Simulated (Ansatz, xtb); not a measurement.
## Relative energy of two isomers of C8H6

Structure a: `C#C/C=C(\C#C)C=C`, a singlet. Structure b: `C#C/C=C\C=C/C#C`, a singlet. Both are isolated molecules in the gas phase, relaxed with r2SCAN-D4/def2-SVP; the shapes shown needn't be the lowest conformers.

a (Å):

```tsv
atom	x (Å)	y (Å)	z (Å)
C	1.8569	2.5641	-1.7215
C	1.3835	2.0042	-0.7455
C	0.8465	1.3940	0.4029
C	0.3121	0.1277	0.4538
C	0.2621	-0.6946	-0.7090
C	0.2082	-1.4160	-1.6888
C	-0.2154	-0.3917	1.7153
C	-0.7591	-1.6099	1.8849
H	2.2705	3.0450	-2.5883
H	0.8567	1.9787	1.3313
H	0.1696	-2.0376	-2.5641
H	-0.1432	0.2967	2.5658
H	-0.8417	-2.3136	1.0508
H	-1.1327	-1.9280	2.8613
```

b (Å):

```yaml
atoms:
  - { symbol: C, position_ang: [-2.7045, -0.8668, 0.8949] }
  - { symbol: C, position_ang: [-2.0868, -0.7364, -0.1499] }
  - { symbol: C, position_ang: [-1.4038, -0.5974, -1.3795] }
  - { symbol: C, position_ang: [-0.1091, -0.1846, -1.5168] }
  - { symbol: C, position_ang: [0.7526, 0.1704, -0.4255] }
  - { symbol: C, position_ang: [2.0473, 0.5831, -0.5631] }
  - { symbol: C, position_ang: [2.7298, 0.7219, -1.7930] }
  - { symbol: C, position_ang: [3.3470, 0.8520, -2.8381] }
  - { symbol: H, position_ang: [-3.2450, -0.9804, 1.8163] }
  - { symbol: H, position_ang: [-1.9743, -0.8447, -2.2830] }
  - { symbol: H, position_ang: [0.3072, -0.1177, -2.5278] }
  - { symbol: H, position_ang: [0.3365, 0.1036, 0.5856] }
  - { symbol: H, position_ang: [2.6180, 0.8305, 0.3403] }
  - { symbol: H, position_ang: [3.8870, 0.9652, -3.7598] }
```

Question: Estimate E(b) − E(a) at the level CCSD(T)/def2-SVP + ΔMP2/def2-TZVPP.

Answer: CCSD(T)/def2-SVP + ΔMP2/def2-TZVPP gives E(b) − E(a) = −5.19 kJ/mol, slightly favouring structure b, which is too small a margin to settle the true order.

The same difference at several levels:

```csv
level,geometry,E(b) − E(a) (kJ/mol),departure from the last row (kJ/mol),"job, with rough time for the two"
GFN2-xTB,GFN2-xTB,−8.70,−3.51,"optimisation, 0.27 s"
HF/STO-3G,GFN2-xTB,−5.40,−0.21,"single point, 0.94 s"
r2SCAN-D4/def2-SVP//GFN2-xTB,GFN2-xTB,−13.78,−8.59,"single point, 11 s"
r2SCAN-D4/def2-SVP,r2SCAN-D4/def2-SVP,−13.58,−8.39,"optimisation, 83 s"
HF/def2-SVP,r2SCAN-D4/def2-SVP,−10.60,−5.41,part of the CCSD(T) run
MP2/def2-SVP,r2SCAN-D4/def2-SVP,−4.32,+0.87,part of the CCSD(T) run
CCSD(T)/def2-SVP,r2SCAN-D4/def2-SVP,−5.57,−0.39,single point
CCSD(T)/def2-SVP + ΔMP2/def2-TZVPP,r2SCAN-D4/def2-SVP,−5.19,,"single point, 4.2 min"
```

As drawn, both hold the same kinds of bond in the same numbers.

The largest departure from CCSD(T)/def2-SVP + ΔMP2/def2-TZVPP is that of r2SCAN-D4/def2-SVP//GFN2-xTB, 8.59 kJ/mol. The last row adds to CCSD(T) the change of the MP2 difference between the two basis sets, here +0.39 kJ/mol.

With thermal terms from frequencies at re-optimised GFN2-xTB minima (ideal gas, soft modes damped towards free rotors, one conformer each, 298.15 K, 1 atm): the zero-point term adds +1.14 kJ/mol; ΔH is −4.55 and ΔG −2.14 kJ/mol.

The correlated steps freeze 8 core orbitals. Run with Ansatz 0.2.0, xtb 6.7.1; the last row on 2 threads of Arm Neoverse N1 on a shared host.
